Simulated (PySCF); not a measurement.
C2H4F2Si, SMILES F/C=C(/F)[SiH3].

Coordinates come from a B3LYP-D3(BJ)/def2-SVP optimisation. The structure was generated by enumeration; whether it is a known compound was not checked.

Two levels are set side by side: TDA-PBE/def2-SVPD (PySCF) and TDA-B3LYP/def2-SVPD (PySCF). Vertical, same geometry. The lowest singlet is HOMO→LUMO+1 99 % with PBE and HOMO→LUMO+1 86 % with the other functional; states are paired by order. Differences are taken from unrounded values.

```tsv
quantity	TDA-B3LYP
lowest singlet excitation (eV)	6.37
lowest triplet excitation (TDA) (eV)	4.01
first bright state (f over 0.05) (eV)	6.92
its oscillator strength	0.40
```

What does TDA-PBE give, and how far is it from TDA-B3LYP? (An estimate is asked for; the answer gives what the named calculation found.)


| quantity | TDA-PBE | TDA-PBE minus TDA-B3LYP |
|---|---|---|
| lowest singlet excitation (eV) | 5.94 | -0.43 |
| lowest triplet excitation (TDA) (eV) | 4.00 | -0.01 |
| first bright state (f over 0.05) (eV) | 6.49 | -0.42 |
| its oscillator strength | 0.26 | -0.13 |

A lower first singlet is the usual sign of a functional without exact exchange. Differences between two approximate levels are no errors against the true value.

Rough cost on one machine, each run with all the roots and properties that it gave: TDA-B3LYP against TDA-PBE about 2 times.
